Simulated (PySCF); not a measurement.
B₂H₄, SMILES BB. Atoms are numbered in the order given.

```xyz
6

B      0.0000     0.0000     0.8133
B      0.0000     0.0000    -0.8133
H     -0.7166     0.7166     1.4496
H      0.7166    -0.7166     1.4496
H     -0.7166    -0.7166    -1.4496
H      0.7166     0.7166    -1.4496
```

Coordinates come from a B3LYP-D3(BJ)/def2-TZVP optimisation.

Two levels are set side by side: PBE/pcJ-1 (PySCF) and B3LYP/pcJ-1 (PySCF). One-bond couplings, all four terms, same geometry. Isotopes: 11B, 1H. Differences are taken from unrounded values.

```json
[
 {"quantity": "¹J(B1,B2) (Hz)", "B3LYP": "72.3"},
 {"quantity": "¹J(B1,H3) (Hz)", "B3LYP": "122.6"},
 {"quantity": "¹J(B1,H4) (Hz)", "B3LYP": "122.6"},
 {"quantity": "¹J(B2,H5) (Hz)", "B3LYP": "122.6"},
 {"quantity": "¹J(B2,H6) (Hz)", "B3LYP": "122.6"}
]
```

Question: What does PBE give, and how far is it from B3LYP? (The exact figures need the calculation; the answer reports its results.)

Answer: 
| quantity | PBE | PBE minus B3LYP |
|---|---|---|
| ¹J(B1,B2) (Hz) | 66.2 | -6.1 |
| ¹J(B1,H3) (Hz) | 113.7 | -9.0 |
| ¹J(B1,H4) (Hz) | 113.7 | -9.0 |
| ¹J(B2,H5) (Hz) | 113.7 | -9.0 |
| ¹J(B2,H6) (Hz) | 113.7 | -9.0 |

Rough cost on one machine, each run with all the roots and properties that it gave: B3LYP against PBE within a factor of 2.
